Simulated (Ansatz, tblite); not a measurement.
Forces on Ge2O at its r2SCAN-D4/def2-TZVP geometry. The state is a singlet with charge 0.

The xTB rows come from tblite. The restricted singlet is unstable towards broken spin symmetry in Hartree–Fock (as tested in another run); at PBE-D4/def2-TZVP this wasn't settled. At PBE-D4/def2-TZVP an occupied level lies above an empty one. Another isomer (singlet) lies 1.46 eV lower at PBE0-D4/def2-TZVP; other spin states weren't run for this one.

GFN1-xTB (tblite), largest force 0.99 eV/Å:

```xyz
3
positions Å, forces eV/Å
Ge   -0.939   -1.488   -0.116    0.528    0.835    0.065
Ge    0.938    1.488    0.116   -0.527   -0.836   -0.065
O     0.000    0.000    0.000   -0.001    0.001    0.000
```

GFN2-xTB (tblite), largest force 0.53 eV/Å:

```
Ge 0.282 0.446 0.035
Ge -0.281 -0.447 -0.035
O -0.001 0.001 0.000
```

PBE-D4/def2-TZVP (Ansatz), largest force 0.63 eV/Å:

```
Ge -0.333 -0.528 -0.041
Ge 0.333 0.528 0.041
O 0.000 0.000 0.000
```
